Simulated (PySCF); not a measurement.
C6H11BO2.
Numbering: `[CH2:1]=[C:2]([CH3:3])[C@H:4]1[CH2:5][CH2:6][O:7][BH:8][O:9]1` (hydrogens: H10, H11 on C1; H12, H13, H14 on C3; H15 on C4; H16, H17 on C5; H18, H19 on C6; H20 on B8)

Cartesian coordinates in Å at the PBE0-D3(BJ)/def2-SVP level; atoms count from 1:
```xyz
20
C6H11BO2 angstrom
C     -1.954    1.337   -0.589
C     -1.442    0.221   -0.067
C     -2.232   -1.044    0.088
C     -0.019    0.170    0.437
C      0.854   -0.810   -0.345
C      2.287   -0.737    0.142
O      2.773    0.588    0.144
B      1.905    1.625    0.263
O      0.564    1.456    0.409
H     -2.988    1.369   -0.944
H     -1.353    2.245   -0.665
H     -3.269   -0.906   -0.244
H     -1.802   -1.875   -0.494
H     -2.253   -1.372    1.142
H     -0.054   -0.163    1.494
H      0.477   -1.838   -0.240
H      0.801   -0.546   -1.415
H      2.367   -1.148    1.164
H      2.949   -1.337   -0.502
H      2.342    2.748    0.238
```

All values: PBE0/pcSseg-1 (PySCF, non-relativistic), on one gas-phase PBE0-D3(BJ)/def2-SVP geometry that isn't relaxed in the solvent. The solvent is an IEF-PCM continuum (van der Waals radii × 1.2). Specific hydrogen bonds and non-electrostatic terms are outside this model.

Gas phase at PBE0/pcSseg-1: HOMO -7.26 eV, LUMO 0.29 eV, dipole 3.26 D.

What does the continuum do to the energy, the frontier levels and the dipole at PBE0/pcSseg-1 in chloroform?

| solvent | ε | E(solvent) − E(gas) (kcal/mol) | polarisation term (kcal/mol) | distortion of the solute (kcal/mol) | HOMO (eV) | LUMO (eV) | dipole (D) |
| --- | --- | --- | --- | --- | --- | --- | --- |
| chloroform | 4.711 | -3.73 | -4.23 | 0.50 | -7.22 | 0.36 | 4.07 |

The polarisation term is half the interaction of the solute with the surface charges that it induces; the rest is the cost of distorting the solute's density. The sum is the electrostatic part of solvation alone.

Which radius a makes the point-dipole formula ΔE = −[(ε − 1)/(2ε + 1)]·μ²/a³ give the value in chloroform, with the gas-phase dipole?

μ = 1.283 au and |ΔE| = 0.00594 Eh give a = 2.45 Å; the farthest nucleus lies 3.62 Å from the centroid of the nuclei, so such a sphere wouldn't even hold the nuclei. The formula assumes a rigid point dipole at the centre of a sphere.

Give the dipole vector in the frame of the coordinates (D, pointing from negative to positive charge), gas and chloroform.

Gas (-1.15, -3.05, 0.00), solvent (-1.27, -3.87, 0.10). Its length changes by +25 % and its direction by 3°.

Which ESP-fitted charges (PBE0/pcSseg-1) respond most in chloroform (means over atoms taken as equivalent)?

```tsv
atoms	environment	gas (e)	solvent (e)	change
O9	boron-bound oxygen	-0.643	-0.676	-0.033
C1	terminal =CH2 carbon	-0.539	-0.572	-0.033
O7	boron-bound oxygen	-0.587	-0.619	-0.032
B8	three-coordinate boron	+0.733	+0.757	+0.024
C5	ring CH2 carbon	-0.420	-0.399	+0.021
C4	sp3 carbon bound to oxygen	+0.567	+0.584	+0.017
```

How do the nuclear quadrupole coupling constants eQVzz/h respond in chloroform?

```
  nucleus  Q (barn)  gas (MHz)  solvent (MHz)  η gas  η solvent
17O at O7   -0.0256      -9.34          -9.10   0.05       0.05
11B at B8   0.04059       3.28           3.25   0.46       0.43
17O at O9   -0.0256      -9.33          -9.15   0.03       0.03
```
